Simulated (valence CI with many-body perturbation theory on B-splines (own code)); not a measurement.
## W+: what the settings do

Method: configuration interaction combined with many-body perturbation theory (CI+MBPT): five valence electrons over a frozen Dirac-Fock core [Xe] 4f14, radial functions for each j: 6 s, 6 p, 5 d, 5 f, 1 g, with the one-electron correlation potential Σ1, the two-electron term Σ2, the three-electron term Σ3, Breit, model QED; selected CI, second order for the rest, scaled by the run's own slope (own B-spline code, finite nucleus).

Against 7 measured levels this calculation errs by 224 cm⁻¹ on average and by 578 at most. These come from a selection out of the NIST Handbook of Basic Atomic Spectroscopic Data. Levels without a partner in it may be off by more, other configurations by 1,000 to 4,000 cm⁻¹. Among the levels kept, up to 2000 cm⁻¹ of a level comes from second order outside the variational space, and about a tenth of that is noise between levels of different J, which matters for small intervals. Only levels of the ground parity were solved; by the run's estimate the other parity begins above the list, which can be wrong where configurations are misplaced. 1 measured level below the end of the list, from 8711 cm⁻¹ on, found no clear computed partner.

The reference run has the lowest level 5d⁴6s ⁶D_1/2 and an ionisation energy of 15.5790 eV. Its largest variational space holds 10000 state functions.

Names give the largest LS component (configuration and term), which can be under half, so a name can repeat, a term be missing and a line seem to break the LS rules; names also repeat where a configuration has a term twice.

Changed runs:
A. core polarisation of operators on → off
B. logarithmic knot step 0.27 → 0.2
C. correlating orbitals by l 3 3 3 3 1 → 4 4 3 0 0
D. Davidson tolerance 2e-05 → 0.03 (bad on purpose)

Excitation energies of the reference run in cm⁻¹, and shifts in cm⁻¹:

```csv
Level,Reference,A,B,C,D
5d⁴6s ⁶D_3/2,1400,0,+0.2,-74,-49
5d⁴6s ⁶D_5/2,2993,0,+0.4,-97,-94
5d⁴6s ⁶D_7/2,4530,0,+0.6,-55,-93
5d⁴6s ⁶D_9/2,5994,0,+0.7,+39,-73
5d⁵ ⁶S_5/2,6842,0,-4.5,+12,-93
5d³6s² ⁴F_3/2,8936,0,+3.9,+167,-78
5d⁴6s ⁴P_1/2,9127,0,+1.0,+565,-3.8
5d⁴6s ⁴P_3/2,10803,0,+1.6,+462,-90
5d³6s² ⁴F_5/2,11459,0,+3.6,+215,-167
5d⁴6s ⁴D_1/2,13180,0,0,+1177,-22
5d⁴6s ⁴P_5/2,13560,0,+0.6,+584,-162
5d³6s² ⁴F_7/2,13607,0,+3.0,+511,-163
Ionisation energy (eV),15.5790,0,+0.0003,-0.2426,+0.0028
```

No effect on these energies: A.
